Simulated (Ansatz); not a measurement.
cyclo-(Cl2GeSe)3 (Ge₃Se₃Cl₆), relaxed as a singlet with RKS PBE-D4/def2-SVP in Ansatz, starting from the GFN2-xTB geometry. Force threshold 0.03 eV/Å.

Start:

```
atom   x (Å)   y (Å)   z (Å)
 Ge1  -1.893   0.433   0.913
 Cl2  -3.880   0.961   1.422
 Cl3  -0.951  -0.167   2.725
 Se4  -0.863   2.453   0.028
 Ge5   1.376   1.598  -0.380
 Cl6   2.532   3.225  -1.083
 Cl7   2.288   0.967   1.436
 Se8   1.525  -0.120  -2.093
 Ge9   0.294  -1.888  -0.967
Cl10   0.416  -3.585  -2.227
Cl11   1.230  -2.442   0.863
Se12  -2.073  -1.435  -0.636
```

Q: Estimate the energy that the relaxation releases and the steps that it takes.

A: 5.4 kcal/mol, in 5 steps; 28 s on 2 threads of AMD EPYC 7R13 on a shared host and a share (18 GiB) of an NVIDIA H100 80GB HBM3. No frequencies were taken in this run, so the end may be a saddle point.

Q: Does the start keep its bonding and symmetry?

A: By distances, no bond broke or formed. The bond that changes most is Ge1–Se12, from 2.43 to 2.37 Å (atoms count from 1). Point group C3v at the start, C3v at the end, both within 0.05 Å.

Q: Predict the relaxed structure.

A: 
```xyz
12

Ge   -1.8295    0.4149    0.9071
Cl   -3.8872    0.9946    1.2572
Cl   -0.9396   -0.1790    2.7887
Se   -0.8299    2.3931    0.0600
Ge    1.3498    1.5485   -0.3472
Cl    2.3946    3.2346   -1.2177
Cl    2.3386    0.9870    1.4945
Se    1.5552   -0.1462   -1.9952
Ge    0.2961   -1.8457   -0.9198
Cl    0.3126   -3.4735   -2.3489
Cl    1.2537   -2.5067    0.9053
Se   -2.0142   -1.4215   -0.5841
```
Bond lengths: 6 × Cl–Ge 2.16 to 2.17 Å; 6 × Ge–Se 2.37 Å.
